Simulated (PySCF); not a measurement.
A GIAO shielding run with PySCF (density fitting, non-relativistic, gas phase) on SMILES F[SiH2][SiH2][SiH3], FH₇Si₃:

```
$ OMP_NUM_THREADS=1 python probes_run.py task.json out

{"job": {"kind": "nmr", "xc": "PBE0", "basis": "cc-pVTZ", "pop": true}, "charge": 0, "multiplicity": 1}
F      1.569622    -1.598063    -0.870062
Si     1.842723    -0.465726     0.276744
Si     0.039114     1.029462     0.192454
Si    -1.852246    -0.230247    -0.389900
H      3.166920     0.160977    -0.005852
H      1.892830    -1.159240     1.597875
H      0.284699     2.110168    -0.813470
H     -0.138400     1.661318     1.538780
H     -1.951796    -1.410501     0.521873
H     -1.714800    -0.709323    -1.797711
H     -3.098983     0.585468    -0.266357
```

Hardware: 1 thread of an Arm Neoverse V2, shared host. The job also computes population analyses, field gradients.

Q: How large is the calculation?

A: 58 electrons, 230 basis functions and 680 auxiliary functions.

Q: How long does it take, and how much memory does it need?

A: 24 s of wall time, with 12 SCF cycles and 4 response iterations; peak memory 0.95 GiB. Times on a shared host scatter by some tens of per cent.

Q: And these other runs on the same molecule and hardware: GIAO shielding at PBE0/6-311+G(2d,p); GIAO shielding at PBE0/6-31G*; GIAO shielding at PBE0/IGLO-III; GIAO shielding at PBE0/aug-cc-pVDZ; GIAO shielding at PBE0/cc-pVDZ; GIAO shielding at PBE0/def2-SVP?

A: PBE0/6-311+G(2d,p): 174 functions, 13 s; PBE0/6-31G*: 82 functions, 4.9 s; PBE0/IGLO-III: 237 functions, 21 s; PBE0/aug-cc-pVDZ: 167 functions, 13 s; PBE0/cc-pVDZ: 103 functions, 6.4 s; PBE0/def2-SVP: 103 functions, 5.7 s.
